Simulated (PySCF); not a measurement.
Species: C₆H₃ClF₃P.
Z-matrix (Å and degrees, GFN2-xTB geometry), rows numbered from 1:
```
F 
C   1  1.3426
F   2  1.3426  1  106.78
F   2  1.3415  1  105.81  3  -112.40
C   2  1.5114  1  112.62  3   124.11
C   5  1.3903  2  118.20  1   119.47
C   6  1.3845  5  122.75  2   179.96
C   7  1.3785  6  123.40  5    -0.01
P   8  1.7334  7  126.12  6     0.05
C   5  1.3881  2  118.96  1   -60.53
Cl 10  1.7311  5  119.87  2     0.07
H   6  1.0790  5  118.31  2    -0.03
H   7  1.0812  6  117.77  5   180.00
H   8  1.0826  7  118.06  6  -179.99
```

Computed at PBE0/pcSseg-1 (PySCF, non-relativistic), with Q(35Cl) = −0.0817 b: Cl11, 35Cl (I = 3/2): χzz = -78.44 MHz, η = 0.131.

**Question.** Find the zero-field quadrupole resonance frequencies of 35Cl at Cl11.

**Answer.** From ν = (|χ|/2)√(1 + η²/3): ν = 39.33 MHz (aryl chlorine). For 37Cl the ratio of quadrupole moments, 0.7881, gives 31.00 MHz.

**Question.** Apply the simplest Townes–Dailey estimate (no s hybridisation, no π bonding), ionic character = 1 − χzz/χ0, where χ0 is the coupling for one missing p electron along the bond: −109.74 MHz for 35Cl.

**Answer.** Cl11 on C10: 1 − (-78.44)/(-109.74) = 0.29. In this model a purely covalent bond gives χ0 and a free halide ion gives zero; s hybridisation or π bonding, where present, is counted here as ionic character.

In a crystal, neighbours and librations shift these lines. Geometry: GFN2-xTB; no solvent, vibrations or thermal averaging. GFN2-xTB bond lengths can be off by several hundredths of an ångström, more for odd bonds, and the gradients follow them. With so small a basis the couplings can be 20 % off.
